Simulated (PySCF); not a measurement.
Two species compared at the same levels of theory.

First species: MoS2Cl2 (singlet state).
Cartesian coordinates in Å at the PBE0-D3(BJ)/def2-SVP level; atoms count from 1:
```xyz
5
Cl2MoS2 angstrom
Mo    -0.0051    0.0010    0.0031
S     -0.0060   -0.0901    2.0908
S      1.9842    0.0162   -0.6282
Cl    -0.9839    1.9144   -0.6486
Cl    -0.9891   -1.8415   -0.8172
```

Second species: C₃H₅Br.
SMILES: `BrC1CC1`

Levels: wB97X-D/def2-SVPD for dipole moment, HOMO energy, LUMO energy, HOMO–LUMO gap and static isotropic polarisability; TDDFT wB97X-D/def2-SVPD for lowest singlet excitation; TDA wB97X-D/def2-SVPD for lowest triplet excitation (Tamm–Dancoff); PBE0-D3(BJ)/def2-SVP for rotational constant A and rotational constant C. Geometries: PBE0-D3(BJ)/def2-SVP. Each structure is a single optimised conformer of the isolated species (atoms past krypton carry core potentials, spin–orbit coupling is left out). Electronic properties by PySCF.

Q: Which has the higher HOMO–LUMO gap?

A: The second: 11.04 eV against 7.07 eV, a difference of 3.97 eV.

Q: Which of the two has the higher LUMO energy, and by how much?

A: The second: 1.60 eV against -2.56 eV, a difference of 4.16 eV.

Q: Which has the higher HOMO energy?

A: The second: -9.44 eV against -9.63 eV, a difference of 0.19 eV.

Q: Which has the higher T1 energy?

A: The second: 5.39 eV against 2.01 eV, a difference of 3.38 eV.

Q: Which of the two has the higher static isotropic polarisability, and by how much?

A: The first: 111.2 au against 56.3 au, a difference of 54.9 au.

Q: Which of the two has the higher rotational constant A, and by how much?

A: The second: 16.560 GHz against 1.316 GHz, a difference of 15.244 GHz.

Q: Which has the higher S1 energy?

A: The second: 5.99 eV against 2.37 eV, a difference of 3.62 eV.

Q: Which has the higher rotational constant C?

A: The second: 2.445 GHz against 1.124 GHz, a difference of 1.321 GHz.

On the first: The vertical singlet–triplet gap S1 − T1 is 0.36 eV (TDDFT singlet less Tamm–Dancoff triplet; S1: HOMO→LUMO+1, weight 0.97; T1: HOMO→LUMO, weight 0.94). The polarisability is 16.47 Å³ as a volume (1 au = 0.148185 Å³). Atoms past krypton carry effective core potentials; spin–orbit coupling is left out.

On the second: The principal polarisabilities are 48.7, 51.7 and 68.4 au; their mean is the isotropic value. The polarisability is 8.34 Å³ as a volume (1 au = 0.148185 Å³), or 0.97 au for each of the 58 electrons. Relativistic effects, spin–orbit coupling among them, are left out although an element past zinc is present.
